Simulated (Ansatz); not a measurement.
Ansatz (an electronic-structure program) input (HF/def2-QZVPPD):
A basis named .json is the Basis Set Exchange file of that set.

Ansatz 0.2 input:
```yaml
crystal:
  periodic: [false, false, false]
  atoms:
    - {symbol: Hf, position_ang: [-0.13076756, 0.10672836, -0.13064297]}
    - {symbol: O, position_ang: [1.65195379, -0.28358828, -0.31593594]}
    - {symbol: O, position_ang: [-0.47504576, -0.67696694, 1.49172264]}
basis:
  gaussian:
    orbitals: def2-QZVPPD.json
hamiltonian:
  xc: hf
magnetization: {spin_polarized: true, initial_magnetization: 2}
```

End of the output:

```
integrals: 0.10 GiB planned
1093 factors; their error is unknown
mean field: 0.86 GiB planned
mean field evaluation 1: about -5358.9422 eV, gradient 4.2e1 eV
mean field evaluation 2: about -5358.0386 eV, gradient 5.0e1 eV
mean field evaluation 4: about -5367.2902 eV, gradient 1.9e0 eV
mean field evaluation 8: about -5367.4358 eV, gradient 3.2e-1 eV
mean field evaluation 16: about -5367.4754 eV, gradient 2.5e-3 eV
mean field evaluation 32: about -5367.4954 eV, gradient 1.5e-3 eV
mean field evaluation 64: about -5366.6275 eV, gradient 2.3e0 eV
mean field evaluation 96: about -5367.2924 eV, gradient 8.2e-1 eV
mean field evaluation 128: about -5367.4590 eV, gradient 4.3e-1 eV
mean field evaluation 160: about -5364.8185 eV, gradient 8.9e-1 eV
mean field evaluation 192: about -5363.7380 eV, gradient 1.5e0 eV
mean field evaluation 224: about -5362.0467 eV, gradient 3.4e0 eV
mean field evaluation 256: about -5367.4754 eV, gradient 1.7e-2 eV
mean field evaluation 288: about -5367.2812 eV, gradient 6.9e-1 eV
mean field evaluation 320: about -5366.9534 eV, gradient 1.0e0 eV
mean field evaluation 352: about -5367.0387 eV, gradient 3.6e0 eV
mean field evaluation 384: about -5366.6802 eV, gradient 1.1e0 eV
mean field evaluation 416: about -5364.3805 eV, gradient 3.9e0 eV
mean field evaluation 448: about -5367.4116 eV, gradient 6.2e-1 eV
mean field evaluation 480: about -5365.7583 eV, gradient 4.2e0 eV
mean field evaluation 512: about -5366.2164 eV, gradient 5.6e0 eV
mean field -5367.49543869 eV, -197.2518191528 hartree, gradient 2.2e-6 eV, S^2 2.043104; 6 other end points of the search recorded, 0 dependent functions left out
reference -5367.49543869 eV, -197.2518191528 hartree; 15, 13 occupied and 201, 203 virtual orbitals, 1093 factors
Total energy: -5367.49543869 eV, -197.2518191528 hartree
```

The spin state was set by rule; other spins were not relaxed.
